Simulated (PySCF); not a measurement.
BiI2, SMILES [I][Bi][I], multiplicity 2.

Geometry optimised at PBE-D3(BJ)/def2-SVP. The multiplicity is an assumed one; other spin states were not compared. The isomer is the one that the SMILES or the coordinates give; other isomers of the formula were not compared. The def2 effective core potentials stand for the cores of Bi, I; spin–orbit coupling is left out.

Calculation: PBE-D3(BJ)/def2-SVP run with PySCF.

Frequencies are harmonic and unscaled.

Computed normal modes with their intensities:
```
mode  ν (cm⁻¹)  IR (km/mol)  moving atoms (share of kinetic energy)
----  --------  -----------  --------------------------------------
1           48          0.2                         I 79 %, Bi 21 %
2          166         23.4                         I 58 %, Bi 42 %
3          168          4.0                         I 66 %, Bi 34 %
```
